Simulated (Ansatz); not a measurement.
Ansatz (an electronic-structure program) input (B3LYP-D3(BJ)/def2-TZVP):

Ansatz 0.2 input:
```yaml
crystal:
  periodic: [false, false, false]
  atoms:
    - {symbol: Zr, position_ang: [-0.01997123, 0.74999664, 0.17879501]}
    - {symbol: O, position_ang: [1.05762410, -0.17795563, -0.95362418]}
    - {symbol: O, position_ang: [-1.10689281, -0.55760882, 0.82183786]}
basis:
  gaussian:
    orbitals: def2-TZVP
hamiltonian:
  xc: b3lyp
  dispersion: d3bj
total_charge: 1
magnetization: {spin_polarized: true, initial_magnetization: 1}
relax: {f_tol: 0.002, max_steps: 150}
```

End of the output:

```
relax step   1: F+E_penalty+E_count = -5368.77017212 eV  Δ(F+E_penalty+E_count) = +0.000e0 eV  max|allowed force component| = 1.140e0 eV/Å  Δτ_max = 0.0000 Å  (81 SCF iters, accepted)
these checks for a lower state are left out or cut short: starts, cluster_reference, orbital_swaps, neighbouring_geometries, increment
integrals: 0.03 GiB planned
657 factors; their error is unknown
mean field: 0.34 GiB planned
mean field -5368.73760272 eV, -197.2974678388 hartree, gradient 2.4e-5 eV, S^2 0.792038; 0 other end points of the search recorded, 0 dependent functions left out
the calculation of the forces begins
reference -5368.73784290 eV, -197.2974766655 hartree; 14, 13 occupied and 88, 89 virtual orbitals, 657 factors
relax step   2: F+E_penalty+E_count = -5368.82148057 eV  Δ(F+E_penalty+E_count) = -5.131e-2 eV  max|allowed force component| = 1.251e-1 eV/Å  Δτ_max = 0.0633 Å  (48 SCF iters, accepted)
these checks for a lower state are left out or cut short: starts, cluster_reference, orbital_swaps, neighbouring_geometries, increment
integrals: 0.03 GiB planned
657 factors; their error is unknown
mean field: 0.35 GiB planned
mean field -5368.74160204 eV, -197.2976148112 hartree, gradient 2.2e-5 eV, S^2 0.791267; 0 other end points of the search recorded, 0 dependent functions left out
the calculation of the forces begins
reference -5368.74184155 eV, -197.2976236131 hartree; 14, 13 occupied and 88, 89 virtual orbitals, 657 factors
relax step   3: F+E_penalty+E_count = -5368.82575779 eV  Δ(F+E_penalty+E_count) = -4.277e-3 eV  max|allowed force component| = 2.196e-2 eV/Å  Δτ_max = 0.0293 Å  (46 SCF iters, accepted)
these checks for a lower state are left out or cut short: starts, cluster_reference, orbital_swaps, neighbouring_geometries, increment
integrals: 0.03 GiB planned
657 factors; their error is unknown
mean field: 0.34 GiB planned
mean field -5368.74169662 eV, -197.2976182869 hartree, gradient 1.3e-5 eV, S^2 0.791238; 0 other end points of the search recorded, 0 dependent functions left out
the calculation of the forces begins
reference -5368.74193603 eV, -197.2976270852 hartree; 14, 13 occupied and 88, 89 virtual orbitals, 657 factors
relax step   4: F+E_penalty+E_count = -5368.82591224 eV  Δ(F+E_penalty+E_count) = -1.544e-4 eV  max|allowed force component| = 4.789e-3 eV/Å  Δτ_max = 0.0068 Å  (45 SCF iters, accepted)
these checks for a lower state are left out or cut short: starts, cluster_reference, orbital_swaps, neighbouring_geometries, increment
integrals: 0.03 GiB planned
657 factors; their error is unknown
mean field: 0.34 GiB planned
mean field evaluation 64: about -5368.7417 eV, gradient 5.2e-5 eV
mean field -5368.74169838 eV, -197.2976183518 hartree, gradient 5.2e-5 eV, S^2 0.791225; 0 other end points of the search recorded, 0 dependent functions left out
the calculation of the forces begins
reference -5368.74193780 eV, -197.2976271500 hartree; 14, 13 occupied and 88, 89 virtual orbitals, 657 factors
relax step   5: F+E_penalty+E_count = -5368.82591263 eV  Δ(F+E_penalty+E_count) = -3.921e-7 eV  max|allowed force component| = 2.704e-4 eV/Å  Δτ_max = 0.0002 Å  (34 SCF iters, accepted)
integrals: 0.03 GiB planned
657 factors; their error is unknown
mean field: 0.34 GiB planned
mean field -5368.74169838 eV, -197.2976183518 hartree, gradient 5.2e-5 eV, S^2 0.791225; 3 other end points of the search recorded, 0 dependent functions left out
the calculation of the forces begins
reference -5368.74193780 eV, -197.2976271500 hartree; 14, 13 occupied and 88, 89 virtual orbitals, 657 factors
Total energy: -5368.82615204 eV, -197.3007219664 hartree
Atom 0 at    -0.019790     0.792908     0.188187 Å, force     0.000021     0.000270     0.000042 eV/Å
Atom 1 at     0.983568    -0.212384    -0.897649 Å, force     0.000090    -0.000106    -0.000101 eV/Å
Atom 2 at    -1.033018    -0.566092     0.756471 Å, force    -0.000111    -0.000165     0.000059 eV/Å
Dipole moment:     0.005773     1.387790     0.303810 e Å
```

The spin state was set by rule; other spins were not relaxed.
